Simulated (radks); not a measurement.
All-electron atom: the promethium ion Pm2+ in [Xe] 4f3 5d1 6s1 (not the ground configuration). All-electron calculation, scalar-relativistic Kohn-Sham, LDA (Slater exchange, Perdew-Wang correlation), spin-polarised, spherical densities, finite nucleus; open shells are filled with parallel spins first (spin-orbit coupling, left out, can overturn this in heavy ions); Fermi nuclear charge, rms radius 4.962 fm. Program: a radial shooting solver on a logarithmic mesh with Libxc functionals.

Local quantities along the radius. ELF = 1/(1 + alpha^2) is the electron localisation function; alpha = (tau - tau_W)/tau_unif compares the Pauli kinetic energy density with that of the uniform gas (summed over spins). tau is taken from the large components.

r (bohr)     ELF    alpha
0.0009547  0.999  0.02395
0.001103   0.999  0.02409
0.001284   0.999  0.02440
0.001494   0.999  0.02492
0.00174    0.999  0.02567
0.002009   0.999  0.02664
0.002339   0.999  0.02800
0.002723   0.999  0.02979
0.00317    0.999  0.03214
0.003661   0.999  0.03502
0.004262   0.998  0.03899
0.004961   0.998  0.04427
0.00573    0.997  0.05094
0.00667    0.996  0.06051
0.007765   0.995  0.07391
0.00904    0.991  0.09314
0.01044    0.986   0.1197
0.01215    0.975   0.1617
0.01415    0.951   0.2270
0.01647    0.902   0.3303
0.01902    0.811   0.4823
0.02215    0.658   0.7210
0.02578    0.483    1.034
0.03001    0.361    1.332
0.03466    0.325    1.441
0.04035    0.374    1.293
0.04698    0.498    1.005
0.05425    0.630   0.7660
0.06316    0.723   0.6191
0.07353    0.744   0.5871
0.0856     0.683   0.6818
0.09886    0.543   0.9177
0.1151     0.384    1.267
0.134      0.339    1.396
0.156      0.444    1.119
0.1801     0.613   0.7942
0.2097     0.732   0.6053
0.2441     0.741   0.5910
0.2819     0.610   0.7990
0.3282     0.325    1.440
0.3821     0.212    1.931
0.4448     0.387    1.259
0.5137     0.651   0.7321
0.598      0.744   0.5861
0.6962     0.685   0.6777
0.8105     0.501   0.9981
0.9361     0.325    1.440
1.09       0.310    1.492
1.269      0.479    1.044
1.477      0.649   0.7358
1.706      0.667   0.7059
1.986      0.540   0.9223
2.312      0.350    1.363
2.67       0.264    1.668
3.108      0.317    1.469
3.618      0.462    1.078
4.212      0.577   0.8559
4.864      0.583   0.8453
5.663      0.459    1.085
6.592      0.228    1.838
7.675      0.056    4.112
8.863      0.007    11.52

On this mesh the ELF has minima near r = 0.035, 0.13, 0.38, 1.1, 2.7 bohr, which separate the shells, and maxima near 0.074 (0.74), 0.24 (0.74), 0.60 (0.74), 1.7 (0.67), 4.9 (0.58).

Self-consistent cycle (total energy in hartree, residual of the potential): 1: -10009.57712, 6e+00; 2: -10011.45051, 3e+00; 3: -10011.88804, 4e-01; 4: -10011.87563, 1e-01; 5: -10011.87849, 2e-02; 6: -10011.88045, 1e-03; 7: -10011.88045, 3e-04; 8: -10011.88046, 2e-04; 9: -10011.88046, 7e-05; 10: -10011.88046, 2e-05; 11: -10011.88046, 6e-07; 12: -10011.88046, 2e-08; 13: -10011.88046, 1e-08; 14: -10011.88046, 6e-10.
